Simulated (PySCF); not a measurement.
# UHF on Cr²⁺ (chromium, charge +2)

Configuration: [Ar] 3d3 4p1, one real determinant (an excited configuration). Computed with PySCF 2.14 in aug-cc-pVTZ with one added diffuse shell each of s, p, d, f, g type (9s8p6d4f3g, 118 functions), with no relativity, point nucleus.

* Total energy: -1042.168400 hartree
* One-electron energy: -1413.1897 hartree
* Hartree (Coulomb) energy: 417.9323 hartree
* Exchange energy: -46.9111 hartree
* Kinetic energy: 1042.28664 hartree
* ⟨S²⟩: 6.0024
* ⟨L²⟩: 14.030
* Sum of ⟨r⟩: 16.12 bohr
* Sum of ⟨r²⟩: 24.10 bohr²
* Traceless quadrupole moment −½Σ⟨3z² − r²⟩ along its main axis: -4.28 e·bohr²
* Density at the nucleus (Gaussians lack the cusp): 9260 bohr⁻³
* Spin density at the nucleus: -0.0722 bohr⁻³
* Langevin diamagnetic susceptibility: -19.1 ×10⁻⁶ cm³/mol

```
shell  electrons  mean orbital energy (eV)  spread (eV)  rms radius, mean of both spins (bohr)
 1s α          1                   -6028.8            0                                 0.0743
 1s β          1                   -6028.7            0                                 0.0743
 2s α          1                   -747.41            0                                  0.319
 2s β          1                   -745.11            0                                  0.319
 2p α          3                   -636.58        0.094                                  0.288
 2p β          3                   -634.22        0.125                                  0.288
 3s α          1                   -124.06            0                                  0.961
 3s β          1                   -117.08            0                                  0.961
 3p α          3                   -90.524        0.110                                   1.02
 3p β          3                   -82.018        0.445                                   1.02
 3d α          3                   -41.032        0.184                                   1.22
 4p α          1                   -18.651            0                                   3.29
```

⟨L²⟩ = 14.03 against 20 for a pure G term, so this real determinant mixes terms.

Spin-orbit constants ζ (cm⁻¹) from the X2C one-electron operator on these orbitals (non-relativistic here): bare nucleus, nucleus screened by l(l+1)(2l+1)/3 electrons, and screened by the Breit-Pauli mean field of the electrons.

| shell | bare | screened nucleus | mean field |
| --- | --- | --- | --- |
| 2p | 47750 | 43770 | n/a |
| 3p | 5755 | 5276 | n/a |
| 3d | 546.1 | 318.6 | n/a |
| 4p | 444.6 | 407.5 | n/a |

To first order the Landé constant is A = 85.20 cm⁻¹, so the lowest level has J = 2 and lies 0.106 eV below the centre of the term. This holds in LS coupling only.
